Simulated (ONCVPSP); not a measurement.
**Before and after: ONCV potential for thallium (Tl)**

ONCVPSP 4.0.1 input, shortened (lines: element, Z, core and valence counts, functional; n l f; lmax; l rc ep ncon nbas qcut; lloc lpopt rc5 dvloc0; l nproj debl; icmod fcfact rcfact), PBE, scalar-relativistic:

```
  Tl 81.00   10    5        4      upf
    1    0    2.00
    2    0    2.00
    2    1    6.00
    3    0    2.00
    3    1    6.00
    3    2   10.00
    4    0    2.00
    4    1    6.00
    4    2   10.00
    4    3   14.00
    5    0    2.00
    5    1    6.00
    5    2   10.00
    6    0    1.75
    6    1    1.25
    2
    0    1.25    0.00    4    9    9.20
    1    1.65    0.00    5    9    6.60
    2    1.20    0.00    4    8    6.80
    4    1    1.15    2.00
    0    2    2.20
    1    3    3.20
    2    3    2.60
    2    0.50    0.95
```

Change: s: rc 1.44.

Cutoffs: the cutoffs (Ha) at which the residual kinetic energy of the hardest occupied pseudo-wave falls to 1 and 0.1 mHa per electron; they do not see the model core or the augmentation charge, which bear on the density cutoff. Errors are all-electron minus pseudo energies relative to the spin-unpolarised reference configuration.

What does the change do?

The potential gets neither clearly harder nor softer (35 Ha and 41 Ha → 31 Ha and 41 Ha); both files keep a bound ghost (d); of the 4 tests that both files solve, the error grows in 2 and shrinks in 2 by more than 15 % and 0.3 meV (median size 1.8 → 2.6 meV).

| quantity | base | changed |
| --- | --- | --- |
| cutoff, loose | 35 Ha | 31 Ha |
| cutoff, tight | 41 Ha | 41 Ha |
| loose cutoff by channel | s 35 Ha, p 16 Ha, d 23 Ha | s 31 Ha, p 16 Ha, d 23 Ha |
| bound ghosts | d | d |
| GHOST(+) flags under 300 eV | s at 170.2 eV | none |
| error for 5s2 5p6 5d10 6s2 6p1, meV [ΔE -1.81 eV] | +1.0 | +0.4 |
| error for 5s2 5p6 5d10 6s2 6p0, meV [ΔE 3.36 eV] | -1.4 | -1.9 |
| error for 5s2 5p6 5d10 6s1 6p0, meV [ΔE 24.14 eV] | -12 | -10 |
| error for 5s2 5p6 5d9 6s2 6p2, meV [ΔE 12.91 eV] | -2.2 | -3.3 |
| p: phases at 1.67 bohr within 0.05 rad from the reference energy up to (Ha; the scan ends near 5) | to the end of the scan | to the end of the scan |
| d: phases at 1.22 bohr within 0.05 rad from the reference energy up to (Ha; the scan ends near 5) | to the end of the scan | to the end of the scan |
| rms error of d²Exc/dni dnj with the model core, mHa | 0.54 | 0.88 |

 A true bound ghost makes a file unfit for plane-wave use even where its test errors are small: the radial tests pick states by their node count and pass the ghost by.
